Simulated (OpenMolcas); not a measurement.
## Pt2+: moving or changing the point charges

Pt2+ among 4 point charges of -2 e arranged as a square (D4h), 2 Å from the ion.

| Quantity | Value |
| --- | --- |
| Program | OpenMolcas 26.06 |
| Method | SS-CASPT2, IPEA 0.25 Eh, imaginary shift 0.1 Eh (closed shells correlated: 5s 5p) |
| Basis | ANO-RCC-VDZP [7s6p4d2f] |
| Scalar Hamiltonian | DKH2, point nucleus |
| Active space | 8 electrons in 5 orbitals (5d) |
| State averaging | 2S+1 = 3 even, 10 roots; 2S+1 = 1 even, 15 roots |
| Spin-orbit coupling | state interaction with AMFI integrals over the reference wave functions |

Runs around this geometry, states (labels of D4, the rotations of D4h). Energies in cm-1 above the lowest state or level, χT in cm3 K/mol.

```tsv
R (Å)	q (e)	Ground state	First state of that spin	First gap with spin-orbit (degeneracies)	χT at 300 K	First state of another spin
2	-1	3A2	3E 600	440 (1, 1)	1.817	1A1 3800
2	-2	1A1	1A2 8390	6240 (1, 2)	0.080	3A2 410
2.24	-2	3A2	3E 4330	2770 (1, 1)	0.174	1A1 3180
```

The ground state changes within this set.

Free-ion shares, where given, are those of the reference states; single-state CASPT2 does not remix them. Spin-orbit coupling mixes the spin-free states strongly: the lowest level takes only 51 % from its leading state, 3A2, which lies 406 cm-1 above the lowest spin-free state (figures for R = 2, q = -2; the like holds for R = 2.24, q = -2). This shell can be high or low spin here, a state of another spin lies low, and with metal d orbitals alone active their balance is uncertain, so the ground spin may be wrong (holds for R = 2, q = -1; R = 2.24, q = -2). Point charges give a weaker field than real ligands, and real ions of this kind are as a rule low spin; the high spin found here belongs to the model (holds for R = 2, q = -1; R = 2.24, q = -2). This shell can be high or low spin here, a state of another spin lies low, and with metal d orbitals alone active their balance is uncertain, so the ground spin may be wrong, although the usual error favours high spin (holds for R = 2, q = -2). This is an electrostatic model: the charges have no orbitals. No measured value stands beside these numbers.
